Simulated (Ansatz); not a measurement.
Consider the formal exchange of groups at the Se–Ga bond: `[CH3][Ga]([F])[SeH]` + `[SiH3]C=S` → `S=C[SiH2][SeH]` + `[CH3][GaH][F]`.

Computed with Ansatz on PBE0-D4/def2-TZVP structures; ΔE is electronic, products minus reactants. CCSD(T)/CBS adds triple-zeta CCSD(T) − MP2 to the extrapolated MP2 energy (def2 sets, frozen cores). Functionals use def2-TZVPP. For Ga, Se outer-core shells are correlated without core-valence functions, which leaves a few kJ/mol of doubt a bond. Scalar relativity is left out up to krypton. One conformer a species, not always the lowest.

```csv
level,ΔE (kJ/mol)
ωB97X-V,46.1
PBE,45.0
HF/def2-TZVPP,55.5
MP2/def2-TZVPP,48.3
HF/def2-QZVPP,54.2
MP2/def2-QZVPP,46.0
MP2/CBS(def2),45.0
CCSD/CBS(def2),47.9
```

Task: What does CCSD(T)/CBS give? (Estimate.)

Result: The calculation gave: +47.5 kJ/mol. The listed levels differ from it by -1.4, -2.5, 8.0, 0.8, 6.7, -1.5, -2.5, 0.4 kJ/mol.

Largest T1 diagnostic among the species: 0.015.

In def2-TZVPP, CCSD(T) changes the Hartree–Fock value by −4.7 kJ/mol (the triples alone add −0.4 kJ/mol) and MP2 by −7.2 kJ/mol.
